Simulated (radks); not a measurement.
Question: All-electron atom: Al in [Ne] 3s2 3p1. Method: scalar-relativistic Kohn-Sham, PBE, spin-unpolarised, spherical densities, point nucleus; hard spherical wall at 7 bohr; computed with a radial shooting solver on a logarithmic mesh with Libxc functionals. Some entries of the table are withheld. Estimate them.

| orbital | occ. | eigenvalue (eV) | r(max) (bohr) | <r> (bohr) |
|---|---|---|---|---|
| 1s | 2 | -1510.286 | 0.07835 | 0.1202 |
| 2s | 2 | -107.3489 | 0.4966 | 0.6261 |
| 2p | 6 | (1) | (2) | 0.6036 |
| 3s | 2 | -7.1997 | 2.098 | (3) |
| 3p | 1 | -1.9756 | 2.613 | 3.048 |
| 3d | 0 | 3.9649 | (4) | 3.826 |
| 4s | 0 | 4.7748 | 4.813 | 4.177 |
| 4p | 0 | 8.1153 | 5.102 | 4.050 |

Answer: 
(1) 2p eigenvalue (eV): -68.8249
(2) 2p r(max) (bohr): 0.4287
(3) 3s <r> (bohr): 2.518
(4) 3d r(max) (bohr): 3.828
